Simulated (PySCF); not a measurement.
Geometry:
```csv
atom,x (Å),y (Å),z (Å)
O1,2.868,-1.208,-0.499
C2,2.384,-0.103,-0.191
O3,2.944,0.988,0.026
C4,0.837,-0.084,-0.057
C5,0.160,1.090,0.285
C6,-1.229,1.107,0.403
C7,-1.964,-0.060,0.178
C8,-1.296,-1.239,-0.163
C9,0.093,-1.245,-0.278
H10,0.782,1.975,0.449
H11,-1.750,2.033,0.671
H12,-3.055,-0.051,0.269
H13,-1.869,-2.157,-0.340
H14,0.665,-2.140,-0.543
```

Total charge -1.

Geometry: PBE0-D3(BJ)/def2-SVP; GIAO absolute shieldings from PySCF 2.14, gas phase, non-relativistic, averaged over equivalent atoms.

At KT2/pcSseg-1 (178 basis functions, 28 s wall time on 1 thread of an Arm Neoverse V2, shared host):
| atoms | σ (ppm) |
| --- | --- |
| O1/O3 | 20.3 |
| C2 | 30.0 |
| C4 | 42.1 |
| C5/C9 | 59.4 |
| C6/C8 | 65.9 |
| C7 | 67.1 |
| H10/H14 | 23.06 |
| H11/H13 | 24.64 |
| H12 | 24.88 |

Question: Estimate the result of repeating the calculation with PBE0/pcSseg-1.

Answer: 
```
  atoms  σ at PBE0/pcSseg-1  change
  O1/O3                15.5    -4.8
     C2                20.2    -9.8
     C4                29.8   -12.3
  C5/C9                48.6   -10.8
  C6/C8                56.5    -9.4
     C7                57.8    -9.3
H10/H14               22.84   -0.22
H11/H13               24.41   -0.23
    H12               24.62   -0.26
```

The largest change is at C4 (substituted aromatic carbon). Cost: 178 basis functions, 18 s wall time on 1 thread of an Arm Neoverse V2, shared host. The order of the carbon signals is the same at both levels.
